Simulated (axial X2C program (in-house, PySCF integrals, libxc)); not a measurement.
Worked dissociation energy of PbSi: PBE0, scalar-relativistic

Computed with an in-house relativistic program for diatomic molecules. Spin-free means the one-electron spin-free X2C Hamiltonian. Basis: Pb dyall-v3z [12s14p10d6f], Si dyall-v3z [8s7p2d1f] (cores contracted in-house); Gaussian nuclei, density fitting, unrestricted open shells. Masses: Pb 207.977 u, Si 27.977 u.

Molecular state: M_S = 1, Λ = 0 (beyond evenly filled blocks: π+α, π-α).

- E(Pb) (2M_S = 2, M_L = 0): -20885.978116 hartree
- E(Si) (2M_S = 2, M_L = 0): -289.868259 hartree
- E(PbSi) at Re: -21175.941416 hartree
- ωe: 325.1 cm⁻¹
- ωexe: 0.766 cm⁻¹

(1) Work out De and D0.

The state is one determinant whose occupation by symmetry is held fixed; it was picked as the lowest of a PBE0 search that is not exhaustive. De is counted from the lowest determinant-based energies of the atoms at the same level, without counterpoise correction. PBE0 can misorder states that lie within some tenths of an eV, so this need not be the ground state of the molecule. The nearest other spin-free determinant of the search, M_S = 1, Λ = 1, lies 0.35 eV up at the distance of the search. Spin-free De lacks the spin–orbit lowering of the heavy p-block atom, a tenth of an eV or more for 4p and 5p, up to an eV for 6p and one to two eV for 7p atoms, less what an open-shell molecule gains itself.

Each atomic determinant is the lowest at this level and need not be a pure term. Totals compare only within one Hamiltonian and basis.

Results:

(1) De = -20885.978116 + (-289.868259) − (-21175.941416) = 0.09504 hartree = 2.586 eV. The zero-point energy is ωe/2 − ωexe/4 = 162 cm⁻¹ = 0.020 eV, so D0 = 2.566 eV.
